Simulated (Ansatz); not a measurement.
C₂H₉NSSi (`CC(S)N[SiH3]`), relaxed with RKS PBE-D4/def2-SVP in the Gaussian-basis code of Ansatz from a rough embedded geometry. The force threshold is 0.03 eV/Å; the program also tests the step.

Total charge 0; spin multiplicity 1.

Start:

```xyz
14

C     0.713    1.329   -1.203
C     0.629    0.124   -0.371
S     1.210   -1.275   -1.356
N    -0.715   -0.161    0.085
Si   -1.220   -0.858    1.520
H     1.749    1.543   -1.614
H     0.412    2.233   -0.697
H     0.086    1.244   -2.151
H     1.350    0.284    0.486
H     0.965   -2.221   -0.407
H    -1.238    0.802    0.022
H    -0.703    0.005    2.628
H    -0.573   -2.146    1.535
H    -2.666   -0.903    1.522
```

| step | energy (eV) | largest force (eV/Å) | largest move (Å) |
| --- | --- | --- | --- |
| 1 | -22401.1542 | 4.804 | 0.000 |
| 2 | -22401.6789 | 2.050 | 0.181 |
| 3 | -22401.8030 | 0.370 | 0.108 |
| 4 | -22401.8486 | 0.459 | 0.181 |
| 5 | -22401.8792 | 0.636 | 0.200 |
| 6 | -22401.9064 | 1.203 | 0.148 |
| 7 | -22401.9518 | 0.507 | 0.200 |
| 8 | -22401.9724 | 0.217 | 0.093 |
| 9 | -22401.9797 | 0.102 | 0.078 |
| 10 | -22401.9797 | 0.125 | 0.055 |
| 11 | -22401.9812 | 0.041 | 0.016 |
| 12 | -22401.9817 | 0.016 | 0.029 |
| 13 | -22401.9818 | 0.012 | 0.034 |

End:

```xyz
14

C     0.766    1.446   -1.233
C     0.594    0.212   -0.349
S     1.223   -1.253   -1.366
N    -0.753    0.075    0.132
Si   -1.180   -0.806    1.587
H     1.817    1.563   -1.562
H     0.458    2.350   -0.671
H     0.129    1.366   -2.139
H     1.270    0.286    0.529
H     1.055   -2.175   -0.376
H    -1.444    0.071   -0.627
H    -0.374   -0.244    2.728
H    -0.910   -2.296    1.542
H    -2.651   -0.596    1.806
```

It took 18 s on 4 threads of an AMD EPYC 7B13 on a shared host, with 0.2 GiB of host memory at the peak.
